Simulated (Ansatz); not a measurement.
Kohn–Sham single points on C2H2BFSe (`C#C[Se]BF`).

```yaml
crystal:
  periodic: [false, false, false]
  atoms:
    - {symbol: C, position_ang: [-0.914479, 1.577907, 1.164222]}
    - {symbol: C, position_ang: [-0.228084, 0.603800, 1.004904]}
    - {symbol: Se, position_ang: [0.833411, -0.874410, 0.855523]}
    - {symbol: B, position_ang: [0.673988, -1.211640, -1.049990]}
    - {symbol: F, position_ang: [-0.054442, -0.455070, -1.835808]}
    - {symbol: H, position_ang: [-1.524620, 2.440714, 1.295024]}
    - {symbol: H, position_ang: [1.275526, -2.149399, -1.479575]}
basis:
  gaussian: {orbitals: def2-TZVPP}
hamiltonian: {xc: {name: r2SCANh}, dispersion: d4}
output: {orbitals: {seedname: orbitals}}
```

```sh
$ ansatz run in.yaml --threads 2 --pin off --events-out ev --progress --plain --max-ram 4352MiB
```

Shortened log:

```
Functional definition: r2SCANh
1193 factors; their error is unknown
mean field evaluation 1: about -70840.1085 eV, gradient 5.8e1 eV
mean field evaluation 2: about -70826.1993 eV, gradient 9.2e1 eV
mean field evaluation 4: about -70847.0406 eV, gradient 1.4e1 eV
mean field evaluation 8: about -70847.5096 eV, gradient 2.8e-1 eV
mean field evaluation 16: about -70847.6572 eV, gradient 4.2e-4 eV
mean field -70847.65724581 eV, -2603.6033815166 hartree, gradient 4.8e-5 eV, S^2 0.000000; 0 other end points of the search recorded, 0 dependent functions left out
reference -70847.65725613 eV, -2603.6033818958 hartree; 31, 31 occupied and 169, 169 virtual orbitals, 1193 factors
Total energy: -70847.69712107 eV, -2603.6048469055 hartree
```

It took 6 s on 2 threads of an Intel Xeon Platinum 8259CL on a shared host, with 0.48 GiB of host memory at the peak.

With the line `hamiltonian: {xc: pbe0, dispersion: d4}` (abridged; 3.9 s):

```
Functional definition: PBE0
mean field evaluation 16: about -70837.2538 eV, gradient 2.4e-4 eV
mean field -70837.25379131 eV, -2603.2210616155 hartree, gradient 5.7e-5 eV, S^2 0.000000
Total energy: -70837.38777199 eV, -2603.2259853145 hartree
```

Changing it to `hamiltonian: {xc: {name: CAM-B3LYP}, dispersion: d4}` (abridged; 4.5 s):

```
Functional definition: CAM-B3LYP
mean field evaluation 16: about -70852.3051 eV, gradient 3.5e-5 eV
mean field -70852.30510174 eV, -2603.7741870715 hartree, gradient 3.5e-5 eV, S^2 0.000000
Total energy: -70852.44247628 eV, -2603.7792354929 hartree
```

Changing it to `hamiltonian: {xc: hse06, dispersion: d4}` (abridged; 4.4 s):

```
Functional definition: HSE06
mean field evaluation 16: about -70837.0680 eV, gradient 3.7e-4 eV
mean field -70837.06804967 eV, -2603.2142357361 hartree, gradient 6.6e-5 eV, S^2 0.000000
Total energy: -70837.19364543 eV, -2603.2188512951 hartree
```

The same input with `hamiltonian: {xc: {name: B3LYP}, dispersion: d4}` and forces (abridged; 6 s):

```
Functional definition: B3LYP
mean field evaluation 16: about -70852.3680 eV, gradient 7.8e-4 eV
mean field -70852.36799219 eV, -2603.7764982529 hartree, gradient 2.1e-5 eV, S^2 0.000000
Total energy: -70852.62710030 eV, -2603.7860203006 hartree
Atom 0 force    -0.054029     0.075795     0.009232 eV/Å
Atom 1 force    -0.173337     0.249493     0.052148 eV/Å
Atom 2 force     0.168254    -0.190985     0.125309 eV/Å
Atom 3 force     0.171811    -0.254224    -0.073908 eV/Å
Atom 4 force    -0.108888     0.108666    -0.133515 eV/Å
Atom 5 force     0.062563    -0.088565    -0.013420 eV/Å
Atom 6 force    -0.066374     0.099821     0.034155 eV/Å
Dipole moment:     0.038232    -0.040033     0.039975 e Å
```

The same input with `hamiltonian: {xc: {name: BHLYP}, dispersion: d4}` (abridged; 4.3 s):

```
Functional definition: BHLYP
mean field evaluation 16: about -70848.2614 eV, gradient 9.7e-5 eV
mean field -70848.26139527 eV, -2603.6255835998 hartree, gradient 3.2e-5 eV, S^2 0.000000
Total energy: -70848.46901910 eV, -2603.6332136349 hartree
```

HSE06 is the plane-wave form, built on full-range PBE exchange.

B3LYP takes the VWN-RPA correlation (the form of Gaussian; ORCA's B3LYP/G).
